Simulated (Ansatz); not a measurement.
Reaction (formal exchange of groups at the Se–Sn bond): `[SH][SnH2][SeH]` + `[F][GaH][F]` → `[F][Ga]([F])[SeH]` + `[SH][SnH3]`

Isolated molecules relaxed with PBE0-D4/def2-TZVP in Ansatz; ΔE leaves out vibrations. CBS: MP2 limit from def2 TZ/QZ plus the TZ coupled-cluster correction, frozen cores. DFT in def2-TZVPP. def2 core potentials past Kr. For Ga, Se, Sn outer-core shells are correlated without core-valence functions, which leaves a few kJ/mol of doubt a bond. Scalar relativity is left out up to krypton. Each species was taken in one conformer, which may not be the lowest.

Q: Is it downhill or uphill in electronic energy at CCSD(T)/CBS, and by how much? (Estimate.)

A: The calculation gave: Downhill: ΔE = -8.6 kJ/mol.

Q: What do these levels give: B2PLYP, RPA@PBE/def2-TZVPP, HF/def2-SVP, CCSD(T)/def2-SVP, HF/def2-TZVPP, SCS-MP2/def2-TZVPP? (Estimate.)

A: The calculation gave: B2PLYP -14.1, RPA@PBE/def2-TZVPP -20.0, HF/def2-SVP -20.7, CCSD(T)/def2-SVP -21.1, HF/def2-TZVPP -17.7, SCS-MP2/def2-TZVPP -15.2 kJ/mol.

Largest T1 diagnostic among the species: 0.015.

From BLYP to BHLYP (50 % exact exchange), in def2-TZVPP and without D4, ΔE moves by −3.6 kJ/mol. Leaving LDA and LC-ωPBE aside and taking each functional with its dispersion term where it has one, the values, not all of them listed here, spread over 6.6 kJ/mol, from B97M-V to BLYP-D4.
